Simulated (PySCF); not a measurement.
Te(H)(OSiH3) (H4OSiTe), SMILES [SiH3]O[TeH].

The structure is a stationary point at PBE0-D3(BJ)/def2-SVP. The def2 effective core potentials stand for the cores of Te; spin–orbit coupling is left out.

Computed with PySCF with PBE0-D3(BJ)/def2-SVP.

Frequencies are harmonic and unscaled.

Computed harmonic wavenumbers and intensities:
| mode | ν (cm⁻¹) | IR (km/mol) | moving atoms (share of kinetic energy) |
|---|---|---|---|
| 1 | 116 | 1.1 | H 88 % |
| 2 | 137 | 1.2 | H 72 %, O 21 % |
| 3 | 142 | 1.1 | Si 36 %, O 26 %, H 25 %, Te 13 % |
| 4 | 503 | 13.4 | O 58 %, Si 15 %, Te 14 %, H 13 % |
| 5 | 694 | 25.2 | H 96 % |
| 6 | 718 | 55.8 | H 82 %, O 10 % |
| 7 | 724 | 44.8 | H 76 %, O 14 %, Si 10 % |
| 8 | 914 | 277.0 | O 72 %, Si 24 % |
| 9 | 935 | 74.8 | H 96 % |
| 10 | 947 | 136.2 | H 94 % |
| 11 | 984 | 236.7 | H 93 % |
| 12 | 2114 | 60.7 | H 99 % |
| 13 | 2219 | 119.9 | H 97 % |
| 14 | 2225 | 99.6 | H 97 % |
| 15 | 2255 | 129.0 | H 97 % |
